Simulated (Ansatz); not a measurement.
Computed with Ansatz on PBE0-D4/def2-TZVP structures; ΔE is electronic, products minus reactants. CCSD(T)/CBS adds triple-zeta CCSD(T) − MP2 to the extrapolated MP2 energy (def2 sets, frozen cores). This one scheme is used for every species. DFT in def2-TZVPP. HSE06 is defined as in plane-wave codes. def2 core potentials past Kr. For Sn outer-core shells are correlated without core-valence functions, which leaves a few kJ/mol of doubt a bond. One conformer a species, not always the lowest.

`CC(C)(C)[CH2][Sn]([F])([F])[F]` → `[CH3][Sn]([F])([F])[F]` + `C=C(C)C`  (alkene loss)

| level | ΔE (kJ/mol) | difference from CCSD(T)/CBS |
| --- | --- | --- |
| PBE-D4 | 95.5 | -5.1 |
| revPBE-D4 | 96.5 | -4.1 |
| BLYP-D4 | 74.6 | -26.0 |
| B97M-V | 91.5 | -9.1 |
| r2SCAN0-D4 | 103.9 | 3.3 |
| ωB97M-V | 98.3 | -2.3 |
| B2PLYP | 74.8 | -25.8 |
| r2SCAN | 91.3 | -9.3 |
| HSE06 | 87.0 | -13.6 |
| LC-ωPBE | 96.8 | -3.8 |
| RPA@PBE/def2-TZVPP | 98.8 | -1.8 |
| HF/def2-SVP | 65.5 | -35.1 |
| MP2/def2-SVP | 124.1 | 23.5 |
| CCSD/def2-SVP | 109.0 | 8.4 |
| HF/def2-QZVPP | 42.6 | -58.0 |
| HF/CBS(def2) | 42.5 | -58.1 |
| CCSD(T)/CBS | 100.6 | 0 |

Largest T1 diagnostic among the species: 0.014.

Leaving LDA and LC-ωPBE aside and taking each functional with its dispersion term where it has one, the values, not all of them listed here, spread over 32.4 kJ/mol, from BLYP-D4 to PBE-QIDH. LDA lies +58.1 kJ/mol from PBE without D4. From PBE to PBE0 (25 % exact exchange), in def2-TZVPP and without D4, ΔE moves by +11.1 kJ/mol. At CCSD(T), def2-SVP lies +12.2 kJ/mol from the extrapolated value and def2-TZVPP −1.0 kJ/mol.

CCSD(T)/CBS has its own doubt, a few kJ/mol and more with outer-core shells, so smaller differences from it don't rank the levels.
